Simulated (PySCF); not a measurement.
Compound: C8H11 (doublet state).
Z-matrix (Å and degrees, GFN2-xTB geometry), rows numbered from 1:
```
C 
C   1  1.3236
C   2  1.4975  1  123.74
C   2  1.4899  1  121.38  3   179.77
C   4  1.5435  2  125.37  1   126.41
C   5  1.5336  4   70.62  2   178.86
C   6  1.5330  5   90.15  4   -45.42
C   6  1.5335  5   90.30  4    44.86
H   1  1.0762  2  122.06  3   179.85
H   1  1.0770  2  121.44  3    -0.15
H   3  1.0897  2  110.17  1  -119.11
H   3  1.0893  2  110.22  1   121.94
H   3  1.0866  2  110.73  1     1.37
H   5  1.0857  4  117.18  2    67.40
H   5  1.0857  4  116.54  2   -69.50
H   7  1.0855  4  116.56  2    69.07
H   7  1.0856  4  117.11  2   -67.76
H   8  1.0854  4  116.95  2   -68.22
H   8  1.0856  4  116.89  2    68.83
```

The hyperfine couplings belong to this conformer and change with its torsions.

As a line formula: `C=C(C)C12C[C](C1)C2` [radical].

Method: UKS B3LYP, pcH-1 on C H, non-relativistic, mean-field spin-orbit, GIAO in PySCF 2.14.0. The structure is a single GFN2-xTB conformer in the gas phase; no vibrational or solvent corrections. Couplings are sensitive to structure, and on GFN2-xTB geometries they can be far from those on DFT ones. No stability test was run, so a lower SCF solution isn't excluded.

Principal values of hyperfine tensors in MHz (contact and dipolar terms together), for some of the nuclei:

| atom | isotope | A1 | A2 | A3 |
| --- | --- | --- | --- | --- |
| C2 | 13C | 80.84 | 83.47 | 103.97 |
| C4 | 13C | 73.11 | 73.12 | 82.33 |
| C8 | 13C | 0.85 | 3.79 | 26.44 |
| C5 | 13C | 0.41 | 3.39 | 26.19 |
| C7 | 13C | 0.17 | 3.16 | 26.08 |
| H10 | 1H | 4.90 | 5.59 | 7.48 |
| C1 | 13C | -6.04 | -2.69 | -0.90 |
| H16 | 1H | -9.00 | -6.40 | 6.77 |

Problem. Split each tensor into its isotropic and traceless parts, and turn a_iso into mT with g = 2.0026.

Solution. a_iso is a third of the trace, T = A − a_iso, and a(mT) = a(MHz)/(g × 13.996).

```csv
atom,a_iso (MHz),a_iso (mT),T1,T2,T3
C2,89.43,3.191,-8.58,-5.96,14.54
C4,76.19,2.718,-3.08,-3.07,6.15
C8,10.36,0.370,-9.51,-6.57,16.08
C5,10.00,0.357,-9.58,-6.61,16.20
C7,9.81,0.350,-9.63,-6.64,16.27
H10,5.99,0.214,-1.09,-0.40,1.49
C1,-3.21,-0.115,-2.83,0.52,2.31
H16,-2.88,-0.103,-6.13,-3.52,9.65
```

Problem. What spin density at the nucleus of C5 lies behind its contact coupling (g_N = 1.40482)?

Solution. a_FC = 800.24 MHz bohr³ × g_N × ρ(0)/(2S). With a_FC = 10.00 MHz and 2S = 1, ρ(0) = 0.008894 bohr⁻³.

Problem. C6 (13C, g_N = 1.40482) isn't in the table. Its spin density at the nucleus is 0.2977 bohr⁻³. What is its contact coupling?

Solution. By the same relation, a_FC = 334.7 MHz. Its full tensor has the principal values 270.05, 270.13, 463.79 MHz.

Problem. In a single crystal, with the field along each principal axis of the tensor of C8 in turn, what first-order splitting does this nucleus give (isotropic g, quadrupole terms neglected)?

Solution. 2 lines (I = 1/2), spaced by |A_i|/(g × 13.996): 0.03, 0.14, 0.94 mT along the axes of A1, A2 and A3.
